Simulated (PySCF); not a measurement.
Saddle point of CH4BBr, closed shell (CH₄BBr ([CH3][BH][Br]) → CH₃B ([BH][CH2]) + HBr; bonds formed: Br2–H4; bonds broken: B1–Br2, C3–H4), PBE0-D4/def2-TZVP structure:

```
7
angstrom
B -0.1412 -0.2210 0.7476
Br 2.3050 -0.1592 -0.1711
C -0.8906 -0.0541 -0.4185
H 1.0735 0.6678 -0.2960
H 0.1578 -0.2497 1.8842
H -1.9374 0.2260 -0.3069
H -0.5673 -0.2099 -1.4392
```

Energies are electronic, without zero-point energy. Barriers and step energies count from the start structure reached by relaxing down the imaginary mode; all methods use the PBE0-D4 structures, on which another method's saddle can fall below an end. Computed with PySCF 2.14 with density fitting (its default auxiliary sets; JK sets also for MP2 and CCSD(T)) (basis: def2-TZVPP, with def2-QZVPP for the basis limit); correlated methods freeze the cores. Filled d shells of the heavier atoms are correlated. The def2 sets are not built for correlating such inner shells, so the correlated values are less sure here. B3LYP uses VWN-RPA correlation. Extrapolation: Hartree–Fock as exp(−7.88 √X), correlation as X^−2.97.

```
   method  barrier (eV)  step energy (eV)
    SPW92         2.829             2.931
   PBE-D4         2.836             2.793
r2SCAN-D4         2.980             2.882
  PBE0-D4             ?             2.940
 B3LYP-D4             ?             2.743
 BHLYP-D4         3.189             2.911
  wB97M-V         3.041             2.850
       HF         3.449             2.936
      MP2             ?             2.961
     CCSD         3.148             2.901
  CCSD(T)         3.066             2.879
```

(1) Fill in the withheld barriers. (An estimate is asked for; the value comes from the calculation.)

No T1 diagnostic of these runs exceeds 0.011.

Results:

(1) By the calculation: MP2 3.125; B3LYP-D4 2.948; PBE0-D4 3.058 eV. Each is the energy of the saddle less that of the start structure, by the same method.

For comparison, the barrier by CCSD(T) at an estimated basis limit (MP2 extrapolated from triple and quadruple zeta, plus CCSD(T) − MP2 in triple zeta) is 3.052 eV.

Labels in which every atom is bracketed show which atoms are joined, not bond orders.

For scale, one of the runs: CCSD(T)/def2-TZVPP, 166 basis functions, launched by `OMP_NUM_THREADS=4 python run.py`. Hardware: 4 CPU threads of a Oxide Virtual Turin-like, shared host. Wall time 110 s; peak host memory 1.7 GiB.
